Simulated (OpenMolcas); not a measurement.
## Sm²⁺: from RASSCF to RASPT2

```
Program             : OpenMolcas 26.06
Basis               : ANO-RCC-VTZP [8s7p5d3f2g1h]
Scalar Hamiltonian  : DKH2, point nucleus
Active space        : 6 electrons in 14 orbitals (RAS2 4f; RAS3 5f, at most 2 electrons)
State averaging     : 2S+1 = 7 even, 7 roots; 2S+1 = 5 even, 42 roots kept (CI in the orbitals of an earlier block)
Spin-orbit coupling : RASSI with atomic mean-field integrals over the reference wave functions, term energies averaged over their components
```

Methods on the same reference wave functions:
A. RASSCF
B. SS-RASPT2, IPEA 0.25 Eh, imaginary shift 0.1 Eh (closed shells correlated: 5s 5p)

Energies in cm-1 above 4f6 7F0, the measured ground level; measured values from Martin, Zalubas and Hagan, Atomic Energy Levels: The Rare-Earth Elements, NSRDS-NBS 60 (1978).

```csv
Level,A,B,Measured
4f6 7F0,0.0,0.0,0.0
4f6 7F1,296,315,293
4f6 7F2,852,903,814
4f6 7F3,1608,1689,1493
4f6 7F4,2486,2580,2278
4f6 7F5,3410,3500,3132
4f6 7F6,4310,4370,4027
4f6 5D0,19360,16790,
4f6 5D1,20096,17510,
4f6 5D2,21596,18970,
4f6 5D3,23905,21250,
4f6 5L6,25281,25450,
4f6 5L7,25826,26000,
```

Deviations, from unrounded energies. A percentage is the sum of absolute deviations over the sum of measured energies, with the sign that they share, or ± where signs differ.

| Against measurement | Levels | A | B |
| --- | --- | --- | --- |
| mean absolute deviation (cm-1) | 6 | 150 | 220 |
| fine structure of the ground term (%) | 6 | +7.7 | +11.0 |

A lies closest to measurement on these levels. The largest miss of A in the table is 4f6 7F6, by +280 cm-1. The ranking rests on the paired levels alone, and a cruder setting can come out closer through cancelling errors.

From A to B the spin-free energies of the other terms of 4f6 shown, above 7F, scale by factors of 0.86 to 1.00.

The lowest spin-free term lies below A's lowest term by 0.416 hartree in B.

Term energies are means over components that CASPT2 splits; among the terms shown or strongly mixed into the levels shown the widest spread is 74 cm-1 (4f6 5D, B). High states are left out of the spin-orbit mixing, which shifts the levels that they would mix with. Terms from blocks run as CI alone lack orbitals of their own. Active for correlation alone: 5f; no level in the range computed is led by a configuration that fills it, so any true level of that kind is missing. Without dynamic correlation excited terms often stand tens of per cent too high (terms of higher spin than the ground term too low), and those without a measured partner can miss by more than the paired ones (holds for A). Each CASPT2 term energy is a mean over a sample of three components (holds for B). Computed and measured levels are paired by configuration, term and J; levels that our copy of the source lacks, or whose pairing is in doubt (as where it misses far off the trend of its configuration), stay unpaired and out of the deviations. Levels of configurations outside the active space are missing. The table leaves out levels that lie high or whose names do not pair safely across all columns.
